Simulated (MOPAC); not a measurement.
Job for MOPAC: PM6 on C3H5NO (a complex), monomers drawn apart or pushed together.

```
PM6 1SCF PRECISE CHARGE=0 THREADS=1
C3H5NO

C     -0.46930834 1    -0.45528439 1     0.16497162 1
O      0.66485995 1    -0.05572211 1     0.13568639 1
H     -0.71021650 1    -1.52942070 1     0.25603581 1
H     -1.33382768 1     0.22935422 1     0.10211369 1
C      1.16213450 1     0.56427717 1     5.32227406 1
C     -0.20262637 1     0.07638805 1     5.23696320 1
N     -1.27943479 1    -0.31221740 1     5.12676041 1
H      1.18242859 1     1.55178477 1     5.78343725 1
H      1.77080671 1    -0.11751838 1     5.91635175 1
H      1.57574382 1     0.62960876 1     4.31433653 1
```

Program output:

```
*******************************************************************************
 **                                                                           **
 **                              MOPAC v23.2.5                                **
 **                                                                           **
 *******************************************************************************
 ** MOPAC's Digital Object Identifier: https://doi.org/10.5281/zenodo.6511958 **
 **                                                                           **
 ** Please cite the open-source release paper for use of this MOPAC version:  **
 ** J. E. Moussa and J. J. P. Stewart (2026)                                  **
 ** MOPAC: An open-source semiempirical molecular orbital program             **
 ** J. Open Source Softw., 11(119), 8025, https://doi.org/10.21105/joss.08025 **
 *******************************************************************************

                              PM6 CALCULATION RESULTS

 *******************************************************************************
 *  PM6        - The PM6 Hamiltonian to be used
 *
 *
 *
 *                 CHARGE ON SYSTEM = 0
 *
 *
 *
 *  PRECISE    - TIGHTER CRITERIA TO BE USED
 *  1SCF       - DO 1 SCF AND THEN STOP
 *  THREADS=1  - MULTI-THREADING NOT USED
 *  T=         - A TIME OF 172800.0 SECONDS REQUESTED
 *  DUMP=N     - RESTART FILE WRITTEN EVERY 7200.0 SECONDS REQUESTED
 *******************************************************************************
PM6 1SCF PRECISE CHARGE=0 THREADS=1
 C3H5NO

   ATOM   CHEMICAL          X               Y               Z
  NUMBER   SYMBOL      (ANGSTROMS)     (ANGSTROMS)     (ANGSTROMS)

     1       C         -0.46930834  *  -0.45528439  *   0.16497162  *
     2       O          0.66485995  *  -0.05572211  *   0.13568639  *
     3       H         -0.71021650  *  -1.52942070  *   0.25603581  *
     4       H         -1.33382768  *   0.22935422  *   0.10211369  *
     5       C          1.16213450  *   0.56427717  *   5.32227406  *
     6       C         -0.20262637  *   0.07638805  *   5.23696320  *
     7       N         -1.27943479  *  -0.31221740  *   5.12676041  *
     8       H          1.18242859  *   1.55178477  *   5.78343725  *
     9       H          1.77080671  *  -0.11751838  *   5.91635175  *
    10       H          1.57574382  *   0.62960876  *   4.31433653  *



          CARTESIAN COORDINATES

    NO.       ATOM           X           Y           Z

     1         C         -0.4693     -0.4553      0.1650
     2         O          0.6649     -0.0557      0.1357
     3         H         -0.7102     -1.5294      0.2560
     4         H         -1.3338      0.2294      0.1021
     5         C          1.1621      0.5643      5.3223
     6         C         -0.2026      0.0764      5.2370
     7         N         -1.2794     -0.3122      5.1268
     8         H          1.1824      1.5518      5.7834
     9         H          1.7708     -0.1175      5.9164
    10         H          1.5757      0.6296      4.3143

 General Reference for PM6:
 "Optimization of Parameters for Semiempirical Methods V: Modification of NDDO Approximations
 and Application to 70 Elements", J. J. P. Stewart, J. Mol. Mod., 13, 1173-1213 (2007)
 URL: https://link.springer.com/article/10.1007/s00894-007-0233-4

           Empirical Formula: C3 H5 N O  =    10 atoms



      MOLECULAR POINT GROUP   :   Cs


      RHF CALCULATION, NO. OF DOUBLY OCCUPIED LEVELS = 14


 -------------------------------------------------------------------------------
 PM6 1SCF PRECISE CHARGE=0 THREADS=1
 C3H5NO



     1SCF WAS SPECIFIED, SO BFGS WAS NOT USED
     SCF FIELD WAS ACHIEVED


                              PM6 CALCULATION
                                                       MOPAC v23.2.5 Linux




          FINAL HEAT OF FORMATION =         -0.55033 KCAL/MOL =      -2.30257 KJ/MOL


          COSMO AREA              =        140.65 SQUARE ANGSTROMS
          COSMO VOLUME            =        113.41 CUBIC ANGSTROMS

          IONIZATION POTENTIAL    =         10.203403 EV
          HOMO LUMO ENERGIES (EV) =        -10.203  0.085
          NO. OF FILLED LEVELS    =         14
          MOLECULAR WEIGHT        =         71.0786         POINT GROUP:  Cs

          MOLECULAR DIMENSIONS (Angstroms)

            Atom       Atom       Distance
            H     8    H     3     6.60516
            N     7    O     2     4.06294
            H     4    H     9     3.39688


          SCF CALCULATIONS        =          1





   ATOM   CHEMICAL          X               Y               Z
  NUMBER   SYMBOL      (ANGSTROMS)     (ANGSTROMS)     (ANGSTROMS)

     1       C         -0.46930834  *  -0.45528439  *   0.16497162  *
     2       O          0.66485995  *  -0.05572211  *   0.13568639  *
     3       H         -0.71021650  *  -1.52942070  *   0.25603581  *
     4       H         -1.33382768  *   0.22935422  *   0.10211369  *
     5       C          1.16213450  *   0.56427717  *   5.32227406  *
     6       C         -0.20262637  *   0.07638805  *   5.23696320  *
     7       N         -1.27943479  *  -0.31221740  *   5.12676041  *
     8       H          1.18242859  *   1.55178477  *   5.78343725  *
     9       H          1.77080671  *  -0.11751838  *   5.91635175  *
    10       H          1.57574382  *   0.62960876  *   4.31433653  *

                             CARTESIAN COORDINATES

   1    C       -0.469308340    -0.455284390     0.164971620
   2    O        0.664859950    -0.055722110     0.135686390
   3    H       -0.710216500    -1.529420700     0.256035810
   4    H       -1.333827680     0.229354220     0.102113690
   5    C        1.162134500     0.564277170     5.322274060
   6    C       -0.202626370     0.076388050     5.236963200
   7    N       -1.279434790    -0.312217400     5.126760410
   8    H        1.182428590     1.551784770     5.783437250
   9    H        1.770806710    -0.117518380     5.916351750
  10    H        1.575743820     0.629608760     4.314336530


           Empirical Formula: C3 H5 N O  =    10 atoms



      MOLECULAR POINT GROUP   :   Cs


                  EIGENVALUES
 -32.16743 -31.83341 -27.24094 -23.46714 -17.88039 -17.18176 -15.92559 -15.92023
 -15.10417 -14.86091 -12.95558 -12.95347 -12.80282 -10.20340   0.08530   1.31785
   1.31908   2.89444   4.09404   4.49446   4.75353   4.78242   4.79660   5.20379
   5.91474


              NET ATOMIC CHARGES AND DIPOLE CONTRIBUTIONS

  ATOM NO.   TYPE          CHARGE      No. of ELECS.   s-Pop       p-Pop
    1          C           0.241724        3.7583     1.14639     2.61189
    2          O          -0.431879        6.4319     1.84829     4.58359
    3          H           0.095072        0.9049     0.90493
    4          H           0.095084        0.9049     0.90492
    5          C          -0.442192        4.4422     1.07001     3.37219
    6          C           0.111157        3.8888     1.12441     2.76444
    7          N          -0.237698        5.2377     1.80866     3.42904
    8          H           0.188265        0.8117     0.81174
    9          H           0.188262        0.8117     0.81174
   10          H           0.192206        0.8078     0.80779
 DIPOLE           X         Y         Z       TOTAL
 POINT-CHG.     0.152     0.070     0.275     0.322
 HYBRID         0.699     0.251     0.059     0.745
 SUM            0.851     0.322     0.334     0.969


          ATOMIC ORBITAL ELECTRON POPULATIONS

     Atom    s        px        py        pz
    1  C   1.14639   0.91470   1.04384   0.65334
    2  O   1.84829   1.37041   1.85971   1.35347
    3  H   0.90493
    4  H   0.90492
    5  C   1.07001   1.00250   1.17191   1.19777
    6  C   1.12441   0.93098   0.91801   0.91544
    7  N   1.80866   1.20169   1.11898   1.10836
    8  H   0.81174
    9  H   0.81174
   10  H   0.80779

 **********************
 *                    *
 * JOB ENDED NORMALLY *
 *                    *
 **********************




 == MOPAC DONE ==
```

The run finished.

Cost: about 0.04 core-seconds (a rough figure).
